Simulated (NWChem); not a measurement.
System: C3H7NSi; SMILES C(C[SiH2]N)#C

Input file for NWChem:

```
start job
memory heap 200 mb stack 900 mb global 1100 mb
geometry units angstroms
  C      2.218083     1.221770     0.240838
  C      1.548953     0.228635     0.217935
  C      0.705069    -0.937353     0.183322
  Si    -1.143867    -0.466828     0.284332
  N     -1.415887     0.524756    -1.095234
  H      2.828710     2.074086     0.264746
  H      0.969326    -1.592359     1.015065
  H      0.897627    -1.484786    -0.741209
  H     -1.983245    -1.654102     0.112501
  H     -1.401625     0.152787     1.594241
  H     -2.335907     0.897336    -1.262687
  H     -0.716191     1.209092    -1.336847
end
basis spherical
  * library 6-31g*
end
dft
  xc b3lyp
  iterations 150
end
driver
  maxiter 120
end
task dft optimize
task dft freq
```

Excerpt of the output:

```
             Northwest Computational Chemistry Package (NWChem) 7.3.0
             --------------------------------------------------------

 C1  symmetry detected

                             Geometry "geometry" -> ""
                             -------------------------

 Output coordinates in angstroms (scale by  1.889725989 to convert to a.u.)

  No.       Tag          Charge          X              Y              Z
 ---- ---------------- ---------- -------------- -------------- --------------
    1 C                    6.0000     0.60866732    -2.47525673     0.25625559
    2 C                    6.0000    -0.12728862    -1.59259247    -0.08116001
    3 C                    6.0000    -0.97959456    -0.49919457    -0.46964667
    4 Si                  14.0000    -0.39182566     1.15154849     0.29175743
    5 N                    7.0000     1.20043899     1.37074369    -0.32231325
    6 H                    1.0000     1.23324018    -3.26832104     0.54057450
    7 H                    1.0000    -2.00097430    -0.71408945    -0.15142556
    8 H                    1.0000    -0.98268713    -0.42409296    -1.55862290
    9 H                    1.0000    -1.19091198     2.26495647    -0.22349454
   10 H                    1.0000    -0.52081466     1.06779532     1.75550972
   11 H                    1.0000     1.72332917     2.18977245    -0.05949978
   12 H                    1.0000     1.81060020     0.56935714    -0.36414616

 Effective nuclear repulsion energy (a.u.)     205.1179633133

                                Z-matrix (autoz)
                                --------

 Units are Angstrom for bonds and degrees for angles

[...]

      ----------------------
      Optimization converged
      ----------------------

  Step       Energy      Delta E   Gmax     Grms     Xrms     Xmax
  ---- ---------------- -------- -------- -------- -------- --------
@   26    -462.72260078 -7.7D-09  0.00004  0.00001  0.00044  0.00112
                                     ok       ok       ok       ok

                                Z-matrix (autoz)
                                --------

 Units are Angstrom for bonds and degrees for angles

[...]

 Rotational Constants
 --------------------
 A=   0.236148 cm-1  (  0.339757 K)
 B=   0.082711 cm-1  (  0.118999 K)
 C=   0.067259 cm-1  (  0.096768 K)

 Temperature                      =   298.15K
 frequency scaling parameter      =   1.0000

 Zero-Point correction to Energy  =   56.349 kcal/mol  (  0.089797 au)
 Thermal correction to Energy     =   60.964 kcal/mol  (  0.097153 au)
 Thermal correction to Enthalpy   =   61.556 kcal/mol  (  0.098096 au)

 Total Entropy                    =   82.633 cal/mol-K
   - Translational                =   39.217 cal/mol-K (mol. weight =  85.0348)
   - Rotational                   =   26.598 cal/mol-K (symmetry #  =        1)
   - Vibrational                  =   16.818 cal/mol-K

 Cv (constant volume heat capacity) =   26.201 cal/mol-K
   - Translational                  =    2.979 cal/mol-K
   - Rotational                     =    2.979 cal/mol-K
   - Vibrational                    =   20.242 cal/mol-K

[normal modes left out]

 ----------------------------------------------------------------------------
 Normal Eigenvalue ||           Projected Infra Red Intensities
  Mode   [cm**-1]  || [atomic units] [(debye/angs)**2] [(KM/mol)] [arbitrary]
 ------ ---------- || -------------- ----------------- ---------- -----------
    1       -0.000 ||    0.000080           0.002         0.078       0.018
    2       -0.000 ||    0.000010           0.000         0.009       0.002
    3       -0.000 ||    0.000054           0.001         0.053       0.012
    4       -0.000 ||    0.000301           0.007         0.294       0.068
    5       -0.000 ||    0.000019           0.000         0.018       0.004
    6        0.000 ||    0.000074           0.002         0.072       0.017
    7       69.147 ||    0.002170           0.050         2.116       0.489
    8      126.949 ||    0.001264           0.029         1.232       0.285
    9      183.861 ||    0.018013           0.416        17.560       4.055
   10      276.536 ||    0.019094           0.441        18.614       4.298
   11      352.030 ||    0.001871           0.043         1.824       0.421
   12      441.107 ||    0.010076           0.232         9.823       2.268
   13      460.858 ||    0.211861           4.888       206.533      47.691
   14      559.661 ||    0.025921           0.598        25.269       5.835
   15      572.860 ||    0.049687           1.146        48.437      11.185
   16      609.099 ||    0.054238           1.251        52.874      12.209
   17      659.184 ||    0.025543           0.589        24.901       5.750
   18      710.454 ||    0.011139           0.257        10.858       2.507
   19      779.075 ||    0.052557           1.213        51.235      11.831
   20      838.407 ||    0.011685           0.270        11.391       2.630
   21      893.699 ||    0.043620           1.006        42.523       9.819
   22      961.546 ||    0.287073           6.623       279.853      64.622
   23      973.774 ||    0.005230           0.121         5.098       1.177
   24      998.871 ||    0.132868           3.065       129.527      29.910
   25     1186.358 ||    0.006094           0.141         5.941       1.372
   26     1212.358 ||    0.022321           0.515        21.760       5.025
   27     1470.103 ||    0.006711           0.155         6.542       1.511
   28     1619.756 ||    0.064151           1.480        62.537      14.441
   29     2200.715 ||    0.208617           4.813       203.371      46.961
   30     2225.498 ||    0.022259           0.514        21.699       5.011
   31     2242.626 ||    0.190830           4.403       186.030      42.957
   32     3037.300 ||    0.009991           0.231         9.740       2.249
   33     3080.019 ||    0.005425           0.125         5.288       1.221
   34     3496.649 ||    0.063308           1.461        61.716      14.251
   35     3551.449 ||    0.015221           0.351        14.838       3.426
   36     3645.382 ||    0.019865           0.458        19.365       4.472
 ----------------------------------------------------------------------------
```

Level: B3LYP/6-31G* (spherical d).
